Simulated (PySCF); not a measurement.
Ligands exchanged one at a time, B H-SiH3. Isolated molecules, 0 K electronic values unless said otherwise. Strings in code marks are SMILES.

The T1 excitation (TDA) from two functionals at the same geometries (B3LYP-D3(BJ)/def2-TZVP), both in PySCF: PBE-D3(BJ)/def2-TZVP and TPSSh-D3(BJ)/def2-TZVP. Excitations are Tamm–Dancoff values on a coarser integration grid. The basis has no diffuse functions, so Rydberg states are missing or too high.

| species | PBE-D3(BJ)/def2-TZVP (eV) | TPSSh-D3(BJ)/def2-TZVP (eV) |
|---|---|---|
| 1 of 3 H replaced by SiH3 (`B[SiH3]`) | 3.15 | 3.43 |
| 2 of 3 H replaced by SiH3 (`[SiH3]B[SiH3]`) | 2.52 | 2.72 |
| 3 of 3 H replaced by SiH3 | 2.34 | 2.52 |

Over these rows, drawn at random from the members with no instability flagged (it was tested for open shells, ions and some series alone), PBE minus TPSSh-D3(BJ): mean -0.22 eV, from -0.28 eV to -0.18 eV.
